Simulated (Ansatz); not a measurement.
Geometry optimisation, RKS LDA/def2-SVP in Ansatz 0.2.0.

Input:

```yaml
crystal:
  periodic: [false, false, false]
  atoms:
    - { symbol: B, position_ang: [-0.002995, -0.272564, 0.079074] }
    - { symbol: Cl, position_ang: [0.015626, -0.628239, 1.868539] }
    - { symbol: F, position_ang: [1.144591, -0.270645, -0.533513] }
    - { symbol: H, position_ang: [-1.05482, -0.188734, -0.515035] }
    - { symbol: F, position_ang: [0.063733, 2.179609, 0.611847] }
    - { symbol: H, position_ang: [0.075465, 1.909274, 1.504788] }
basis:
  gaussian: { orbitals: def2-SVP }
hamiltonian:
  xc: lda
relax:
  f_tol: 0.03
  max_steps: 50
```

Launched with:

```bash
$ ansatz run input.yaml --threads 1 --pin off --max-ram 2048MiB --backend cpu --events-out ev --progress --plain --runs-dir out
```

Task: Where does it end, and by what steps?

Result: The run converged. After 9 steps the energy has fallen by 0.287 eV; F5 moved furthest, 0.43 Å.

```csv
step,energy less start (eV),largest force component (eV/Å),accepted
0,0.0000,1.117,yes
1,-0.1409,0.473,yes
2,-0.2329,0.736,yes
3,-0.2395,0.802,yes
4,-0.2622,0.915,yes
5,-0.2572,0.596,no
6,-0.2847,0.103,yes
7,-0.2863,0.045,yes
8,-0.2867,0.040,yes
9,-0.2869,0.026,yes
```

```xyz
6
Properties=species:S:1:pos:R:3
B 0.002 0.065 0.121
Cl 0.005 -0.368 1.926
F 1.152 -0.143 -0.489
H -1.054 -0.078 -0.460
F 0.049 1.766 0.484
H 0.089 1.487 1.435
```

The run took 13 s on 1 thread of Arm Neoverse V1, with other jobs on the host, peak memory 0.13 GiB.
